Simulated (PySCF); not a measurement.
## Computed structure and properties of [Y(H2O)3]3+

System: [Y(H2O)3]3+ (singlet; a saddle point, relaxed within its symmetry); start: template (D3h). Method: PySCF 2.14.0, RKS PBE0, Y def2-SVP with ECP28, O def2-SVP, H def2-SVP; non-relativistic Hamiltonian with scalar-relativistic core potentials where named; density fitting; no spin-orbit coupling.

Input of the relaxation:

```python
mol = gto.M(atom='''
Y      0.00000    -0.00000    -0.00000
O      2.40002    -0.00002    -0.00000
H      2.98999    -0.00002     0.77000
H      2.98999    -0.00002    -0.77000
O     -1.19999     2.07849     0.00000
H     -1.49497     2.58942     0.77000
H     -1.49497     2.58942    -0.77000
O     -1.20003    -2.07847     0.00000
H     -1.49502    -2.58940     0.77000
H     -1.49502    -2.58940    -0.77000''',
    basis={'Y': 'def2-SVP', 'O': 'def2-SVP', 'H': 'def2-SVP'},
    ecp={'Y': 'def2-SVP'},
    charge=3, spin=0)
mf = dft.RKS(mol, xc='PBE0')
mf.grids.atom_grid = (50, 194)
mf = mf.density_fit()  # fitting sets: Y def2-universal-JKFIT, O def2-universal-JKFIT, H def2-universal-JKFIT
mf.conv_tol = 1e-08; mf.max_cycle = 55
mf.kernel(dm0)  # dm0: converged density of the start geometry
# quasi-Newton relaxation in Cartesian coordinates to a largest gradient under 0.00045 Eh/bohr, steps kept in the point group
```

Run from Python with OMP_NUM_THREADS=2; the lines above give its settings. Where DIIS fails, smearing, a level shift and second-order steps follow.
It took 2.1 min on 2 threads of Intel(R) Xeon(R) Processor @ 2.50GHz (Skylake/Cascade Lake) (shared host), from the converged density of the start.

Course of the relaxation:

```json
{"step": "0", "energy above end (eV)": "0.4316", "largest force component within the symmetry (eV/Å)": "2.269"}
{"step": "1", "energy above end (eV)": "0.2002", "largest force component within the symmetry (eV/Å)": "0.834"}
{"step": "2", "energy above end (eV)": "0.0315", "largest force component within the symmetry (eV/Å)": "0.419"}
{"step": "3", "energy above end (eV)": "0.0057", "largest force component within the symmetry (eV/Å)": "0.362"}
{"step": "4", "energy above end (eV)": "0.0000", "largest force component within the symmetry (eV/Å)": "0.029"}
{"step": "5", "energy above end (eV)": "0.0000", "largest force component within the symmetry (eV/Å)": "0.002"}
```

Relaxed geometry (D3h):

```xyz
10

Y     0.0000    0.0000    0.0000
O     2.2286    0.0000    0.0000
H     2.8442    0.0000    0.7731
H     2.8442    0.0000   -0.7731
O    -1.1143    1.9300    0.0000
H    -1.4221    2.4632    0.7731
H    -1.4221    2.4632   -0.7731
O    -1.1143   -1.9300    0.0000
H    -1.4221   -2.4631    0.7731
H    -1.4221   -2.4631   -0.7731
```

```json
{"contact": "Y1–O2 (H2O)", "Å": "2.229"}
{"contact": "Y1–O5 (H2O)", "Å": "2.229"}
{"contact": "Y1–O8 (H2O)", "Å": "2.229"}
```

On the finer grid (75, 302):

```json
{"HOMO": "-25.29 eV", "LUMO": "-17.63 eV", "Dipole about the centre of mass": "0.00 D", "Set of Mulliken populations of Y1 outside the core potential": "s 2.14, p 6.17, d 0.69, f 0.10", "D3(BJ) dispersion energy (not in the energies)": "-0.121 eV"}
```

```json
{"atom": "Y1", "Mulliken (e)": "1.89", "Löwdin (e)": "1.45", "spin (e)": "0.00"}
{"atom": "O2", "Mulliken (e)": "-0.29", "Löwdin (e)": "0.09", "spin (e)": "0.00"}
{"atom": "H3", "Mulliken (e)": "0.33", "Löwdin (e)": "0.21", "spin (e)": "0.00"}
{"atom": "H4", "Mulliken (e)": "0.33", "Löwdin (e)": "0.21", "spin (e)": "0.00"}
{"atom": "O5", "Mulliken (e)": "-0.29", "Löwdin (e)": "0.09", "spin (e)": "0.00"}
{"atom": "H6", "Mulliken (e)": "0.33", "Löwdin (e)": "0.21", "spin (e)": "0.00"}
{"atom": "H7", "Mulliken (e)": "0.33", "Löwdin (e)": "0.21", "spin (e)": "0.00"}
{"atom": "O8", "Mulliken (e)": "-0.29", "Löwdin (e)": "0.09", "spin (e)": "0.00"}
{"atom": "H9", "Mulliken (e)": "0.33", "Löwdin (e)": "0.21", "spin (e)": "0.00"}
{"atom": "H10", "Mulliken (e)": "0.33", "Löwdin (e)": "0.21", "spin (e)": "0.00"}
```

On the grid (50, 194), as all that follows. Harmonic modes: 4 unstable, so a saddle point once the symmetry is let go (counted below −25 cm⁻¹); lowest -208 cm⁻¹ (negative: unstable), highest 3600 cm⁻¹, zero-point energy 1.973 eV.

Taking off one H2O (charge 0, singlet; the rest: singlet) in vacuum, both parts rigid, costs 3.91 eV; the small basis without counterpoise inflates it. Parting with an electron moved from the ligand to the metal can be far cheaper, even downhill.

Rigid scan of H2O along the line from its metal:

```csv
distance to O2 (Å),energy (eV)
1.93,0.765
2.03,0.289
2.13,0.062
2.23,0.000
2.33,0.047
2.43,0.161
2.63,0.494
```

One start shape was tried, so this needn't be the lowest isomer.
